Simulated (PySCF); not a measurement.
**Relaxation of triplet H₂PdS**

These are results of PySCF, UPBE0, basis Pd def2-TZVP with ECP28, S def2-TZVP, H def2-TZVP (scalar-relativistic core potentials, no spin–orbit coupling, density fitting), not measurements. A (50,194) grid was used.

A hand-made T-shaped (ligand arrangement 2) start, of C2v symmetry, held to at least that symmetry:

```xyz
4
charge 0 multiplicity 3, angstrom
Pd    0.0000    0.0000   -0.4830
S     0.0000    0.0000    1.6270
H     1.5191    0.0000   -0.4300
H    -1.5191    0.0000   -0.4300
```

Optimiser trace:
```json
{"step": "0", "E − E(last) (kJ/mol)": "24.09", "largest gradient (Eh/bohr)": "0.04094"}
{"step": "1", "E − E(last) (kJ/mol)": "4.91", "largest gradient (Eh/bohr)": "0.01675"}
{"step": "2", "E − E(last) (kJ/mol)": "0.34", "largest gradient (Eh/bohr)": "0.00337"}
{"step": "3", "E − E(last) (kJ/mol)": "0.05", "largest gradient (Eh/bohr)": "0.00077"}
{"step": "4", "E − E(last) (kJ/mol)": "0.03", "largest gradient (Eh/bohr)": "0.00064"}
{"step": "5", "E − E(last) (kJ/mol)": "0.01", "largest gradient (Eh/bohr)": "0.00063"}
{"step": "6", "E − E(last) (kJ/mol)": "0.00", "largest gradient (Eh/bohr)": "0.00028"}
{"step": "7", "E − E(last) (kJ/mol)": "0.00", "largest gradient (Eh/bohr)": "0.00007"}
```

It ends at C2v with Pd–H 1.636 Å (×2), Pd–S 2.069 Å; H–Pd–H 179.0°, H–Pd–S 90.5° (×2). A frequency run shows 1 imaginary mode, down to 135i cm⁻¹, so it is a saddle point.

Final geometry:
Coordinates in bohr (charge 0 multiplicity 3):
```
Pd    0.0000    0.0000   -0.8933
S     0.0000    0.0000    3.0156
H     3.0907    0.0000   -0.9209
H    -3.0907    0.0000   -0.9209
```

Other spin states or occupations of the open shell can lie lower. At this level a singlet minimum of Cs symmetry lies 256 kJ/mol below this structure.

The relaxation took about 80 core-seconds on a shared host.
